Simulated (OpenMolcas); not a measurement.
Cr4+ (d2) in a complex was computed by CASSCF with the d shell active (OpenMolcas, ANO-RCC-VDZP on the metal). Its lowest spin-free states, and all those of the highest spin:

| 2S+1 | Degeneracy | E (cm-1) |
| --- | --- | --- |
| 3 | 3 | 0.0 |
| 1 | 3 | 15136 |
| 1 | 2 | 15611 |
| 3 | 3 | 17316 |
| 3 | 3 | 31059 |
| 1 | 1 | 31793 |
| 1 | 3 | 33408 |
| 3 | 1 | 36576 |
| 1 | 3 | 37067 |
| 1 | 2 | 52325 |
| 1 | 1 | 72673 |

Is the site octahedral, tetrahedral or cube-like, axial, or of lower symmetry?

The states with 2S+1 = 3 have orbital degeneracies 3, 3, 3, 1. Threefold states need a cubic site. For d2 at this spin an octahedron puts the threefold T1 below the threefold T2 and a tetrahedron or cube puts the single A2 below the threefold T2, so the site is octahedral. The run had Cr4+ with 6 ligands (fluoride) in octahedral coordination (Oh) at 1.86 Å. A charge of +0.333 e stands 2.4 Å behind each ligand. Ligand basis ANO-RCC-VDZP.

An orbital triplet at a regular site is open to Jahn-Teller coupling, which can distort the site and quench the lowest spin-orbit gaps and is left out. Without dynamic correlation the repulsion within the d shell is too large (B by tens of per cent), so at a given field states of lower spin stand too high. The least metal-like active orbital is 81 % on the metal (Löwdin) and no ligand orbital is active, so the numbers are rough. Ligand-to-metal charge-transfer states are missing. With no ligand orbital active B as a rule stays too high, so bands that hang on it stand too high and its fall with covalency is understated. With metal d orbitals alone and no dynamic correlation the field as a rule comes out too small, by tens of per cent, by up to half for chloride and softer ligands. No measured value stands beside these numbers; the geometry is a model, was not optimised and need not be the one that this ion takes.
